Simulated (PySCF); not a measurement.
SMILES C#C[SiH2][Si](Cl)(Cl)Cl, PBE0/def2-SVP optimised geometry.

```
10

C     -0.55    -4.95    -1.83
C     -0.95    -3.80    -1.87
Si    -1.54    -2.07    -1.89
Si    -0.70    -0.98     0.00
Cl     1.35    -0.98     0.00
Cl    -1.36    -1.88     1.73
Cl    -1.35     0.98     0.00
H     -0.19    -5.97    -1.79
H     -1.04    -1.36    -3.10
H     -3.03    -2.02    -1.84
```

Density from PBE0/def2-TZVP in PySCF at that geometry.

Minimum of the electron density along straight lines between bonded atoms, close to the bond critical point (lines longer than 1.1 times the sum of covalent radii, or with two minima, are not listed):

| bond | length / Å | ρ at the minimum / e bohr⁻³ | ∇²ρ there / e bohr⁻⁵ | position (fraction from the first atom) |
|---|---|---|---|---|
| C1–C2 | 1.217 | 0.412 | -1.22 | 0.53 |
| C2–Si3 | 1.828 | 0.119 | 0.33 | 0.61 |
| Si3–Si4 | 2.338 | 0.096 | -0.14 | 0.36 |
| Si4–Cl5 | 2.057 | 0.101 | 0.21 | 0.36 |
| Si4–Cl6 | 2.057 | 0.101 | 0.21 | 0.36 |
| Si4–Cl7 | 2.061 | 0.100 | 0.21 | 0.36 |
| C1–H8 | 1.076 | 0.285 | -1.05 | 0.67 |
| Si3–H9 | 1.491 | 0.120 | 0.14 | 0.49 |
| Si3–H10 | 1.491 | 0.120 | 0.14 | 0.49 |
